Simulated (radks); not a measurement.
The nuclear charge of the arsenic ion As+ is varied continuously with 32 electrons held in [Ar] 3d10 4s2 4p2. Calculated with a radial shooting solver on a logarithmic mesh with Libxc functionals: scalar-relativistic Kohn-Sham, BLYP, spin-polarised, spherical densities, finite nucleus; open shells are filled with parallel spins first; Fermi nuclear charge, rms radius 4.0968 fm. By the Hellmann-Feynman theorem dE/dZ = E(electron-nucleus)/Z, the electronic potential at the nucleus (averaged over a nucleus of fixed radius). The scalar-relativistic energy here is not variational (the density holds large components alone), so the two differ by a part that grows with Z.

Z     E (hartree)  E(electron-nucleus)/Z (hartree)  HOMO  e(HOMO) (eV)  <r> HOMO (bohr)
32    -2099.24294                         -158.097    4p        -4.157            2.860
32.1  -2115.10637                         -158.768    4p        -4.983            2.781
32.2  -2131.03712                         -159.439    4p        -5.844            2.709
32.3  -2147.03517                         -160.109    4p        -6.738            2.644
32.4  -2163.10045                         -160.779    4p        -7.663            2.583
32.5  -2179.23294                         -161.449    4p        -8.618            2.527
32.6  -2195.43260                         -162.118    4p        -9.603            2.475
32.7  -2211.69940                         -162.787    4p       -10.616            2.426
32.8  -2228.03333                         -163.456    4p       -11.656            2.380
32.9  -2244.43435                         -164.124    4p       -12.724            2.337
33    -2260.90244                         -164.792    4p       -13.818            2.296
33.1  -2277.43760                         -165.460    4p       -14.938            2.257
33.2  -2294.03981                         -166.128    4p       -16.083            2.220
33.3  -2310.70906                         -166.796    4p       -17.254            2.185
33.4  -2327.44533                         -167.464    4p       -18.449            2.151
33.5  -2344.24862                         -168.131    4p       -19.669            2.119
33.6  -2361.11892                         -168.799    4p       -20.912            2.089
33.7  -2378.05624                         -169.467    4p       -22.179            2.059
33.8  -2395.06055                         -170.134    4p       -23.470            2.031
33.9  -2412.13187                         -170.801    4p       -24.783            2.004
34    -2429.27019                         -171.469    4p       -26.120            1.978

The central difference of E at Z = 33 is -165.016 hartree, to compare with the third column; the second derivative is -6.71 hartree.
